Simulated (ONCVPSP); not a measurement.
## Ta (Z = 73): one change to an ONCV potential, before and after

- Element: tantalum
- Generator: ONCVPSP 4.0.1
- Type: optimised norm-conserving Vanderbilt (ONCV)
- Functional: LDA (Perdew-Zunger)
- Relativity: scalar-relativistic
- Frozen core: [Xe] 4f14
- Valence charge: 5
- Reference configuration: 5d3 6s1.5 (charge +0.5)
- Partial waves: 6s: rc 2.65 bohr, ncon 4, nbas 8, qcut 2.3 1/bohr, 3 projectors, debl 1.1 Ha; p scattering state at 0.13 Ha: rc 2.70 bohr, ncon 3, nbas 8, qcut 3.2 1/bohr, 2 projectors, debl 0.4 Ha; 5d: rc 2.60 bohr, ncon 4, nbas 9, qcut 6.7 1/bohr, 2 projectors, debl 1 Ha
- Local potential: polynomial inside 1.90 bohr (lpopt 3, dvloc0 4 Ha)
- Core correction: Teter function, fcfact 5, rcfact 1.7

In the p channel the program set the typed energies aside and used 0.050, 0.450 Ha.

Change: core correction Teter function, fcfact 3, rcfact 1.35.

Cutoffs: the cutoffs (Ha) at which the residual kinetic energy of the hardest occupied pseudo-wave falls to 1 and 0.1 mHa per electron; they do not see the model core or the augmentation charge, which bear on the density cutoff. Errors are all-electron minus pseudo energies relative to the spin-unpolarised reference configuration.

**Question.** Predict the effect on cutoff, ghosts and configuration errors.

**Answer.** The potential gets neither clearly harder nor softer (13 Ha and 19 Ha → 13 Ha and 19 Ha); of the 4 tests that both files solve, the error grows in 0 and shrinks in 4 by more than 15 % and 0.3 meV (median size 18.6 → 1.7 meV); neither file shows a bound ghost. A model core, the more so a compact one, raises the density cutoff, which this test does not measure.

| quantity | base | changed |
| --- | --- | --- |
| cutoff, loose | 13 Ha | 13 Ha |
| cutoff, tight | 19 Ha | 19 Ha |
| bound ghosts | none | none |
| GHOST(+) flags under 300 eV | s at 98.3 eV, s at 275.9 eV | s at 98.3 eV, s at 275.9 eV |
| error for 5d3 6s2, meV [ΔE -3.56 eV] | -14 | +0.5 |
| error for 5d3 6s1, meV [ΔE 5.14 eV] | -23 | -2.7 |
| error for 5d3 6s0, meV [ΔE 20.45 eV] | -286 | -20 |
| error for 5d3 6s1 6p1, meV [ΔE 0.70 eV] | -5.6 | +0.8 |
| s: phases at 2.69 bohr within 0.05 rad from the reference energy up to (Ha; the scan ends near 5) | 2.6 | 2.6 |
| p: phases at 2.73 bohr within 0.05 rad from the reference energy up to (Ha; the scan ends near 5) | 1.5 | 1.5 |
| d: phases at 2.64 bohr within 0.05 rad from the reference energy up to (Ha; the scan ends near 5) | to the end of the scan | to the end of the scan |
| rms error of d²Exc/dni dnj with the model core, mHa | 4.05 | 5.37 |

Base: The cutoffs count occupied waves only; projector 3 of the s channel, the hardest unoccupied one, needs 32 Ha at the loose tolerance. Changed file: The cutoffs count occupied waves only; projector 3 of the s channel, the hardest unoccupied one, needs 32 Ha at the loose tolerance.
